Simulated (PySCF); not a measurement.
**Computed properties of B(H)(Et)(OMe) (C3H9BO), SMILES C(BOC)C**

B(H)(Et)(OMe) (C3H9BO), SMILES COBCC. Geometry: r2SCAN-D4/def2-SVP. This is a generated structure with no PubChem entry under its InChIKey; it may be hypothetical. Other conformers were not sampled. All values are computed for the isolated molecule unless a solvent is named; none is compared with measurement here.

**Structure.** The optimised structure has Cs symmetry. All 36 harmonic modes at r2SCAN-D4/def2-SVP (PySCF) are real, so it is a minimum. With heavy atoms numbered as in [BH:1]([CH2:3][CH3:4])[O:10][CH3:11], the shortest bond between them is B1–O10 at 1.355 Å and the longest B1–C3 at 1.577 Å.

**Vibrations.** The strongest infrared lines (harmonic, unscaled, degenerate partners summed) lie at 2562 cm⁻¹ (180 km/mol, H 91 %, B 9 %), 1396 cm⁻¹ (146 km/mol, H 60 %, B 19 %, C 13 %), 1408 cm⁻¹ (86 km/mol, H 66 %, C 18 %, B 11 %). The softest mode is at 30 cm⁻¹ and the zero-point energy is 75.3 kcal/mol.

**Electronic structure.** M06-2X/def2-TZVP (PySCF) places the frontier levels at -9.33 and 0.90 eV, a gap of 10.23 eV, and gives a dipole moment of 1.83 D and a mean polarisability of 54.4 bohr³. PBE/def2-TZVP (PySCF) at the same geometry gives -6.56 and -0.94 eV, so its gap is 4.61 eV narrower. An orbital gap is neither the optical nor the fundamental gap.

**Excitations.** TDDFT-M06-2X/def2-SVPD (PySCF) has S1 at 6.26 eV (198 nm, f = 0.001, dark); the most intense of the 10 singlets computed lies at 8.37 eV (f = 0.13). T1 (TDA) is at 5.92 eV. TDDFT-PBE/def2-SVPD (PySCF) puts S1 at 5.77 eV. No vertical singlet excitation falls in the visible range (under 3.1 eV).

**NMR.** GIAO shifts at KT2/pcSseg-1 (PySCF) (non-relativistic, atoms alike by connectivity averaged): ¹³C from 13.3 to 56.6 ppm against TMS; ¹H from 1.0 to 5.7 ppm against TMS; ¹¹B at 39.4 ppm against BF3.
